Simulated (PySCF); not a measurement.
InCl, SMILES [In][Cl] (connectivity only; charge and spin as stated), neutral, multiplicity 1. Atoms are numbered in the order given.

```xyz
2

In     0.0000     0.0000    -0.6217
Cl     0.0000     0.0000     1.7919
```
Charge 0, spin multiplicity 1.

Geometry optimised at PBE0-D3(BJ)/def2-TZVP. The def2 effective core potentials stand for the cores of In; spin–orbit coupling is left out.

Calculation: PBE0/def2-TZVPD (PySCF).

Isolated molecule, no solvent.

Computed frontier levels, gap, dipole moment and polarisability:
```
Quantity                                                                                                       Result
---------------------------------------------------------------------------------------------  ----------------------
highest occupied level                                                                                       -7.31 eV
lowest empty level                                                                                           -1.83 eV
orbital gap                                                                                                   5.48 eV
dipole moment                                                                                                  3.55 D
quadrupole, principal values (traceless, Buckingham form, about the centre of nuclear charge)   -8.18, 4.09, 4.09 D·Å
mean static polarisability                                                                       57.9 bohr³ (8.58 Å³)
polarisability, principal values                                                               49.3, 49.3, 75.1 bohr³
```
